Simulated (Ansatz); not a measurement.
Compare A (`NC([SiH3])S[SiH3]`) with its isomer B (`NC[SiH2]S[SiH3]`).

Isolated molecules relaxed with PBE0-D4/def2-TZVP in Ansatz; ΔE leaves out vibrations. CCSD(T)/CBS is the MP2 limit (def2-TZVPP, def2-QZVPP) plus CCSD(T) − MP2 in def2-TZVPP, frozen cores. DFT in def2-TZVPP. B3LYP here is the variant with VWN-RPA as its local correlation; programs differ in this. One conformer a species, not always the lowest.

Q: Which isomer does CCSD(T)/CBS put lower? Give the gap. (An estimate is asked.)

A: The calculation gave: B, by 25.0 kcal/mol.

Q: Give E(B) − E(A) in kcal/mol with PBE-D4, HF/def2-TZVPP, CCSD(T)/def2-TZVPP, MP2/def2-TZVPP, B3LYP-D4, PBE0-D4, B2PLYP. (An estimate is asked.)

A: Computed: PBE-D4 -23.9, HF/def2-TZVPP -26.0, CCSD(T)/def2-TZVPP -24.6, MP2/def2-TZVPP -25.2, B3LYP-D4 -23.8, PBE0-D4 -25.2, B2PLYP -24.5. None reverses the order clearly.

Largest T1 diagnostic: 0.012.

From PBE to PBE0 (25 % exact exchange), in def2-TZVPP and without D4, E(B) − E(A) moves by −1.3 kcal/mol. In def2-TZVPP, CCSD(T) changes the Hartree–Fock value by +1.5 kcal/mol (the triples alone add +0.5 kcal/mol) and MP2 by +0.9 kcal/mol.
